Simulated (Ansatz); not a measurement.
`BC1=[CH][AlH][CH2]1` at its PBE0-D4/def2-TZVP geometry, where that method's forces vanish. Total charge 0; spin multiplicity 1.

```xyz
11

B     1.1313   -1.0036   -1.0172
C     0.3849   -0.0460   -0.0784
C     0.3673   -0.3040    1.2664
Al   -1.3031    0.6308    1.2824
C    -0.5892    1.0513   -0.4986
H     2.2506   -1.3481   -0.7712
H     0.5677   -1.4614   -1.9712
H     1.0625   -0.9954    1.7316
H    -2.6760    0.6125    2.0804
H    -1.1282    0.8582   -1.4285
H    -0.0678    2.0056   -0.5958
```

Q: What forces (eV/Å) does PBE-D4/def2-TZVPP give on these atoms in Ansatz? (Estimate.)

A: The calculation gave: 
```
B1  -0.054  0.045  0.033
C2   0.115  0.014 -0.461
C3   0.039 -0.110  0.442
Al4 -0.150  0.089  0.156
C5  -0.007  0.029 -0.077
H6   0.122 -0.026  0.018
H7  -0.065 -0.063 -0.094
H8   0.155 -0.132  0.131
H9  -0.126 -0.021  0.053
H10 -0.113 -0.017 -0.185
H11  0.087  0.191 -0.016
```
